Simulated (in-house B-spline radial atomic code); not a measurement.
How numerical settings move a run on B2+, [He] 2s1. Computed with an all-electron radial atomic-structure program (B-spline basis): non-relativistic r2SCAN, spherical fractional occupations, point nucleus.

Command:
```bash
python run_scf.py task.json out
```
Settings of the sound reference run:
```
Z                5
electrons        3
configuration    [He] 2s1
hamiltonian      nr
method           r2scan
spin_polarised   False
knot_spacing     0.22
spline_order     8
gauss_points     12
box_radius       22.22
max_iterations   70
damping          0.5
damped_steps     3
diis_vectors     10
tolerance        1e-08
start            Thomas-Fermi
```

Cost of the run: 0.23 s on 1 thread of Arm Neoverse N1, with other jobs on the host.

It converges in 8 iterations to -23.379004 hartree, with 2s at -31.3715 eV. The other runs change the listed settings, some to values that make no sense; their results aren't properties of the atom or ion. Radii are in bohr (the nuclear one in fm), a minus after a letter asks for a j subshell, and «unchanged» means within 1e-8 hartree. The run stops when the residual is below 10 × tolerance × max(1, Z/10), or a noise floor if that is larger, and the energy moves by less than 1e-8 × √|E| hartree; so very loose and very tight tolerances often act alike.

| changed settings | outcome |
| --- | --- |
| box_radius = 88.88 | converged in 8 iterations, energy +1.18e-08 hartree from the reference |
| knot_spacing = 0.4 | converged in 8 iterations, energy +3.18e-05 hartree from the reference, 2s level +7.1e-05 eV |
| gauss_points = 3, box_radius = 88.88, first_knot = 0.6, max_iterations = 100, damped_steps = 1 | converged in 6 iterations, energy -1.10e+02 hartree from the reference, 2s level -9.7e+01 eV |
| knot_spacing = 0.75 | converged in 8 iterations, energy +3.29e-03 hartree from the reference, 2s level +1.5e-02 eV |
| box_radius = 11.11 | converged in 8 iterations, energy -1.44e-07 hartree from the reference, 2s level +3.1e-06 eV |
| electrons = 4, configuration = [He] 2s1 3f1, max_iterations = 50 | stopped with error: there is no 3f shell |
| box_radius = 44.44, max_iterations = 12, damping = 0.8 | converged in 8 iterations, energy +1.18e-08 hartree from the reference, 2s level -3.7e-07 eV |
| electrons = 4, configuration = [He] 2s1 3p-1, max_iterations = 100 | stopped with error: j subshells need the Dirac Hamiltonian and l > 0 |
| knot_spacing = 2 | converged in 7 iterations, energy +3.68e-01 hartree from the reference, 2s level +6.1e-02 eV (the program warns: 1s reaches the box edge) |
| box_radius = 1.33 | converged in 7 iterations, energy +3.57e+00 hartree from the reference, 2s level +1.0e+02 eV (the program warns: 2s has a positive eigenvalue: unbound, held by the box; 1s reaches the box edge) |
| box_radius = 6.67 | converged in 8 iterations, energy +1.49e-05 hartree from the reference, 2s level +1.1e-03 eV (the program warns: 2s reaches the box edge) |
| spline_order = 7, max_iterations = 2, diis_vectors = 1 | not converged after 2 iterations, last residual 4.3e-04, last energy +4.73e-06 hartree from the reference |
| knot_spacing = 1 | converged in 8 iterations, energy +9.60e-03 hartree from the reference, 2s level +2.8e-03 eV |
| knot_spacing = 0.55 | converged in 8 iterations, energy +1.95e-04 hartree from the reference, 2s level -2.5e-04 eV |
| hamiltonian = dirac, method = hf, nucleus = fermi, rms_radius = 2.406, mass_number = 11, atomic_mass = 11.00931, speed_of_light = 3.754786 | stopped with error: Z/c is past the critical charge |
| knot_spacing = 0.15 | converged in 8 iterations, energy -1.54e-05 hartree from the reference, 2s level -7.2e-04 eV |
| box_radius = 0.89 | converged in 7 iterations, energy +1.30e+01 hartree from the reference, 2s level +3.5e+02 eV (the program warns: 2s has a positive eigenvalue: unbound, held by the box; 1s reaches the box edge) |

Problem. What happens with knot_spacing = 0.1?

Solution. Converged in 7 iterations, energy -1.86e-05 hartree from the reference, 2s level -4.3e-04 eV.

Problem. What happens with first_knot = 0.002, max_iterations = 60, damping = 0.95, damped_steps = 30?

Solution. Converged in 35 iterations, energy -4.22e-07 hartree from the reference, 2s level -2.8e-04 eV.

Problem. What happens with spline_order = 10, gauss_points = 8, first_knot = 0.6, max_iterations = 3?

Solution. Not converged after 3 iterations, last residual 3.0e-04, last energy +5.05e-05 hartree from the reference.

Problem. What happens with box_radius = 3.33?

Solution. Converged in 7 iterations, energy +4.68e-02 hartree from the reference, 2s level +1.8e+00 eV (the program warns: 2s reaches the box edge).
